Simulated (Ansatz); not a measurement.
Basis-set extrapolation for `C=NC(F)[SiH2]N` (PBE0-D4/def2-TZVP geometry, frozen core, Ansatz). Multiplicity 1, RHF reference.

|  | def2-TZVPP | def2-QZVPP |
| --- | --- | --- |
| HF | -577.211859 | -577.234178 |
| MP2 correlation | -1.112763 | -1.197306 |
| CCSD(T) correlation | -1.200703 | not run |

Energies in hartree. Use E(X) = E(∞) + A·exp(−7.88·√X) for Hartree–Fock and E(X) = E(∞) + B·X^(−2.97) for correlation, with X = 3 and 4, and add CCSD(T) minus MP2 of the smaller set to the MP2 limit.

Q: What is the CCSD(T) energy at the basis-set limit?

A: HF limit: -577.234178 + (-0.022319) × 0.13774 = -577.23725. MP2 limit: -1.197306 + (-0.084543) × 0.74074 = -1.25993. Higher-order term: -1.200703 − (-1.112763) = -0.08794. Total: -578.58512 hartree, 108.3 kcal/mol below CCSD(T)/def2-TZVPP.
